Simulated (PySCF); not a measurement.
BI₂, charge +1, multiplicity 1. Atoms are numbered in the order given.

```xyz
3

I      0.0000     0.0000     1.9744
B      0.0000     0.0000     0.0000
I      0.0000     0.0000    -1.9744
```
Charge +1, spin multiplicity 1.

Geometry: B3LYP-D3(BJ)/def2-TZVP. The spin state was assumed, not searched. The isomer is the one that the SMILES or the coordinates give; other isomers of the formula were not compared. The def2 effective core potentials stand for the cores of I; spin–orbit coupling is left out.

Calculation: TDA-PBE/def2-SVPD (PySCF 2.14.0).

Vertical excitations; the highest root listed may be one member of a degenerate set. Gas-phase values at a fixed geometry. State labels are in the subgroup D2h.

```csv
state,symmetry,energy (eV),λ (nm),f,main pairs
S1,Au,4.02,308,0.000,"HOMO→LUMO+1 50 %, HOMO−1→LUMO 50 %"
S2,Au,4.21,294,0.000,"HOMO−1→LUMO, HOMO→LUMO+1 (degenerate set)"
S3,B1u,4.21,294,0.000,"HOMO→LUMO, HOMO−1→LUMO+1 (degenerate set)"
S4,B1g,5.11,243,0.000,"HOMO−2→LUMO 50 %, HOMO−3→LUMO+1 50 %"
S5,Ag,5.27,235,0.000,"HOMO−2→LUMO+1, HOMO−3→LUMO (degenerate set)"
S6,B1g,5.27,235,0.000,"HOMO−3→LUMO+1, HOMO−2→LUMO (degenerate set)"
S7,B3g,5.76,215,0.000,HOMO→LUMO+2 (degenerate set)
S8,B2g,5.76,215,0.000,HOMO−1→LUMO+2 (degenerate set)
S9,B1u,6.17,201,0.938,"HOMO−1→LUMO+1 39 %, HOMO→LUMO 39 %, HOMO−4→LUMO+2 19 %"
S10,B3u,6.90,180,0.007,HOMO−2→LUMO+2 98 %
T1,B1u,3.65,340,0,"HOMO→LUMO 50 %, HOMO−1→LUMO+1 50 %"
T2,Au,3.81,326,0,"HOMO→LUMO+1, HOMO−1→LUMO (degenerate set)"
T3,B1u,3.81,326,0,"HOMO−1→LUMO+1, HOMO→LUMO (degenerate set)"
T4,Au,4.02,308,0,"HOMO−1→LUMO 50 %, HOMO→LUMO+1 50 %"
```
Triplets are in the Tamm–Dancoff approximation.
